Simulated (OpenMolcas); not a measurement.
V I: effect of the active space

* Program: OpenMolcas 26.06
* Method: MS-CASPT2 or its RAS form, IPEA 0.25 Eh, imaginary shift 0.1 Eh
* Basis: ANO-RCC-VTZP
* Scalar Hamiltonian: DKH2, point nucleus
* Spin-orbit coupling: state interaction with AMFI integrals over the reference wave functions, term energies averaged over their components

A. 3 electrons in 5 orbitals (3d); 2S+1 = 4 even, 10 roots; 2S+1 = 2 even, 40 roots; closed shells correlated: 3s 3p 4s; CASPT2 step roughly 11 core-seconds
B. 5 electrons in 9 orbitals (RAS2 3d 4s; RAS3 4p, at most 2 electrons); 2S+1 = 4 even, 50 roots (45 in the spin-orbit step); 2S+1 = 6 even, 5 roots kept (CI in the orbitals of an earlier block); 2S+1 = 2 even, 88 roots kept (CI in the orbitals of an earlier block, 58 in the spin-orbit step); 2S+1 = 4 odd, 70 roots (51 in the spin-orbit step); 2S+1 = 6 odd, 40 roots kept (CI in the orbitals of an earlier block, 30 in the spin-orbit step); 2S+1 = 2 odd, 84 roots kept (CI in the orbitals of an earlier block, 21 in the spin-orbit step); closed shells correlated: 3s 3p; CASPT2 step of the order of 6 core-minutes
C. 5 electrons in 11 orbitals (3d 4s 4d); 2S+1 = 4 even, 50 roots (45 in the spin-orbit step); 2S+1 = 6 even, 6 roots kept (CI in the orbitals of an earlier block); 2S+1 = 2 even, 28 roots kept (CI in the orbitals of an earlier block); closed shells correlated: 3s 3p; CASPT2 step about 40 core-minutes

Energies in eV above 3d3 4s2 4F 3/2, the measured ground level; measured values from NIST Handbook of Basic Atomic Spectroscopic Data.

| Level | A | B | C | Measured |
| --- | --- | --- | --- | --- |
| 3d3 4s2 4F 3/2 | 0.0000 | 0.0000 | 0.0000 | 0.0000 |
| 3d3 4s2 4F 5/2 | 0.0183 | 0.0153 | 0.0191 | 0.0170 |
| 3d3 4s2 4F 7/2 | 0.0433 | 0.0363 | 0.0453 | 0.0401 |
| 3d3 4s2 4F 9/2 | 0.0746 | 0.0628 | 0.0781 | 0.0686 |
| 3d3 4s2 2G 7/2 | 1.278 | 1.429 | 1.400 |  |
| 3d3 4s2 2G 9/2 | 1.305 | 1.452 | 1.429 |  |
| 3d3 4s2 4P 1/2 | 1.381 | 0.990 | 0.982 | 1.1834 |
| 3d3 4s2 4P 3/2 | 1.389 | 0.998 | 0.994 | 1.1948 |
| 3d3 4s2 4P 5/2 | 1.411 | 1.014 | 1.016 | 1.2181 |
| 3d3 4s2 2P 1/2 | 1.713 | 1.639 | 1.764 |  |
| 3d3 4s2 2P 3/2 | 1.715 | 1.655 | 1.778 |  |
| 3d3 4s2 2H 9/2 | 1.909 | 1.966 | 1.943 |  |
| 3d3 4s2 2H 11/2 | 1.930 | 1.984 | 1.965 |  |

Deviations, from unrounded energies. A percentage is the sum of absolute deviations over the sum of measured energies, with the sign that they share, or ± where signs differ.

```json
{"Against measurement": "mean absolute deviation (cm-1)", "Levels": "6", "A": "800", "B": "810", "C": "830"}
{"Against measurement": "fine structure of the ground term (%)", "Levels": "3", "A": "+8.4", "B": "-9.0", "C": "+13.3"}
{"Against measurement": "other terms of the ground configuration (%)", "Levels": "3", "A": "+16.3", "B": "-16.5", "C": "-16.8"}
```

A, B, C lie about equally close to measurement. The largest miss of A in the table is 3d3 4s2 4P 1/2, by +1600 cm-1. The ranking rests on the paired levels alone, and a cruder setting can come out closer through cancelling errors.

The spin-orbit steps hold different terms of 3d3 4s2 (B lacks a 2D, 2F; C lacks a 2D, 2F), which shifts levels as well.

The two smallest mean deviations differ by little beside CASPT2's spread within terms, so their order carries little weight.

Among A to C the level of the table that moves most is 3d3 4s2 4P 1/2, by 3200 cm-1 (lowest in C, highest in A). Moves below CASPT2's spread within the term are not significant.

CASPT2 breaks the degeneracy within a term, and the mean is taken; among the terms shown or strongly mixed into the levels shown the widest spread is 3200 cm-1 (3d3 4s2 4F, B). Over all roots computed the reference weight is 0.83 to 0.93 in B; the roots of lowest weight are the least certain, and an intruder state may touch them. Some terms miss by over 15 % even with CASPT2, which points to a basis or an active space too small for the shells correlated. With the s shell closed, the reference lacks s² → p², s² → d² and s → d mixing, so excited terms can stand far too high and out of order, with CASPT2 too (holds for A). Some high roots are left out of the spin-orbit mixing, which shifts the levels that they would mix with (holds for B; C). Terms from blocks run as CI alone lack orbitals of their own (holds for B; C). Active for correlation alone: 4d; no level in the range computed is led by a configuration that fills it, so any true level of that kind is missing (holds for C). The CASPT2 spread within a term exceeds the gap to the next term for 3d4 4s 4P and 3d3 4s2 2H, so the order of their levels is uncertain (holds for C). Measured partners are found by configuration, term and J. A level has none where our copy of the source lacks it or the pairing is in doubt (some pairs that miss far off the trend of their configuration count as doubtful), and it then counts in no deviation. Only configurations of the active space appear. The table leaves out levels that lie high or whose names do not pair safely across all columns.
